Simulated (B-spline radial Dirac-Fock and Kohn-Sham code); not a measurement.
**Diagram lines of Au³⁺**

System: gold as Au³⁺ in the configuration 1s2 2s2 2p6 3s2 3p6 3d10 4s2 4p6 4d10 4f14 5s2 5p6 5d7 6s1 (an excited configuration).

These are calculated numbers from a radial B-spline solver; the model is Dirac-Fock ΔSCF + Breit + QED. A line energy is the difference of two single-hole energies; the list is a selection of electric-dipole transitions between resolved j subshells. The model has no electron correlation.

```csv
line,energy (eV),wavelength (Å)
K-N3,80168.6,0.15465
K-N2,80071.1,0.15484
K-M3,77969.9,0.15902
K-M2,77564.9,0.15985
K-L3,68800.1,0.18021
K-L2,66985.4,0.18509
L1-O3,14306.8,0.86661
L1-N3,13810.6,0.89775
L1-N2,13713.1,0.90413
L2-N1,12966.3,0.95620
L1-M3,11611.9,1.0677
L3-N5,11582.0,1.0705
L1-M2,11206.9,1.1063
L3-N1,11151.6,1.1118
L2-M1,10300.4,1.2037
L3-M5,9712.6,1.2765
L3-M1,8485.7,1.4611
M3-N5,2412.3,5.1397
M5-N7,2125.4,5.8334
M5-N6,2121.8,5.8435
M5-N3,1655.9,7.4875
```
